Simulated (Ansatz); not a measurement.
Basis-set extrapolation for BClFH$_{3}$Si (`FB[SiH2]Cl`) (PBE0-D4/def2-TZVP geometry, frozen core, the Gaussian-basis code of Ansatz). Multiplicity 1, RHF reference.

|  | def2-TZVPP | def2-QZVPP |
| --- | --- | --- |
| HF | -874.466179 | -874.493655 |
| MP2 correlation | -0.652797 | -0.712710 |
| CCSD(T) correlation | -0.721276 | not run |

Energies in hartree. Use E(X) = E(∞) + A·exp(−7.88·√X) for Hartree–Fock and E(X) = E(∞) + B·X^(−2.97) for correlation, with X = 3 and 4, and add CCSD(T) minus MP2 of the smaller set to the MP2 limit.

Problem. What is the CCSD(T) energy at the basis-set limit?

Solution. HF limit: -874.493655 + (-0.027476) × 0.13774 = -874.49744. MP2 limit: -0.712710 + (-0.059913) × 0.74074 = -0.75709. Higher-order term: -0.721276 − (-0.652797) = -0.06848. Total: -875.32301 hartree, 355.9 kJ/mol below CCSD(T)/def2-TZVPP.
